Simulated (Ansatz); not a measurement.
`C[CH2][InH][OH]` + H₂ → `[OH][InH2]` + `CC` at 400 K and 1 bar (hydrogenolysis of the In–C bond).

Program: Ansatz. Geometries: PBE0-D4/def2-TZVP. ΔE: electronic, gas phase. CCSD(T)/CBS is the MP2 limit (def2-TZVPP, def2-QZVPP) plus CCSD(T) − MP2 in def2-TZVPP, frozen cores. This one scheme is used for every species. Elements past krypton have def2 core potentials. For In outer-core shells are correlated without core-valence functions, which leaves a few kJ/mol of doubt a bond. One conformer a species, not always the lowest.

```json
{"species": "`C[CH2][InH][OH]`", "CCSD(T)/CBS energy (Eh)": "-345.30932", "H − E (kJ/mol)": "252.7", "S (J/(mol·K))": "397.4"}
{"species": "H₂", "CCSD(T)/CBS energy (Eh)": "-1.17544", "H − E (kJ/mol)": "38.0", "S (J/(mol·K))": "139.0"}
{"species": "`[OH][InH2]`", "CCSD(T)/CBS energy (Eh)": "-266.78179", "H − E (kJ/mol)": "85.2", "S (J/(mol·K))": "295.5"}
{"species": "`CC`", "CCSD(T)/CBS energy (Eh)": "-79.71954", "H − E (kJ/mol)": "213.5", "S (J/(mol·K))": "244.3"}
```

H − E and S are ideal-gas, rigid-rotor, harmonic terms from PBE0-D4/def2-TZVP, for one conformer and one mirror image of each species. For small species the MP2-based limit differs from directly extrapolated CCSD(T) by up to some mEh (0.8 for H₂); such offsets cancel only in part. 1 Eh = 2625.50 kJ/mol, R = 8.31446 J/(mol·K).

**Question.** By hand: ΔE, ΔH, ΔS and ΔG.

**Answer.** ΔE = (-266.78179) + (-79.71954) − (-345.30932) − (-1.17544) = -0.01657 Eh = -43.5 kJ/mol. Δ(H − E) = 85.2 + 213.5 − 252.7 − 38.0 = 8.0, so ΔH = -35.5 kJ/mol. ΔS = 295.5 + 244.3 − 397.4 − 139.0 = 3.4 J/(mol·K). ΔG = -35.5 − 400 × (3.4)/1000 = -36.9 kJ/mol.

**Question.** By hand: the equilibrium constant, and the temperature at which ΔG would vanish if ΔH and ΔS stayed fixed.

**Answer.** log₁₀ K = −ΔG/(RT ln 10) = 4.8. ΔH and −TΔS have one sign here, so there is no such temperature.

The number of gas molecules stays the same, so ΔS is small and ΔH decides. A doubt of 5 kJ/mol in ΔE shifts log₁₀ K by 0.7 here. Other conformers and mirror images would add mixing entropy, several J/(mol·K) or more a flexible species. Modes under 60 cm⁻¹, often nearly free rotors, make the harmonic entropy too high. These are equilibria of isolated gas molecules and say nothing of rates. Largest T1 diagnostic: 0.017 (customary marks: 0.02 for closed shells, 0.045 for open ones).

ΔS is within the doubt of such terms, so its sign, and with it that verdict, could turn.
